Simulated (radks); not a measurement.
Q: All-electron atom: Nd in [Kr] 4d10 4f4 5s2 5p5 6s2 7s1 (not the ground configuration). All-electron calculation, Dirac Kohn-Sham, exchange-only LDA, spin-unpolarised, spherical densities, finite nucleus; open shells are shared between the two j in proportion to 2j + 1; Fermi nuclear charge, rms radius 4.9123 fm. Program: a radial shooting solver on a logarithmic mesh with Libxc functionals.

Spin-orbit splittings of the eigenvalues, e(l+1/2) - e(l-1/2), with zeta = 2 splitting/(2l+1) and mean radii in bohr:

| shell | occ. | splitting (eV) | zeta (eV) | <r> j=l-1/2 | <r> j=l+1/2 |
|---|---|---|---|---|---|
| 2p | 6 | ? | ? | 0.08425 | 0.09066 |
| 3p | 6 | 103.6 | 69.08 | 0.2559 | 0.2683 |
| 3d | 10 | 22.43 | 8.970 | 0.2396 | 0.2435 |
| 4p | 6 | 22.60 | 15.07 | 0.6241 | 0.6528 |
| 4d | 10 | 3.988 | 1.595 | 0.7022 | 0.7124 |
| 4f | 4 | 0.4184 | 0.1196 | 1.052 | 1.066 |
| 5p | 5 | 3.215 | 2.143 | 1.636 | 1.723 |

Estimate the 2p splitting.

A: 519.4 eV (zeta = 346.3 eV).
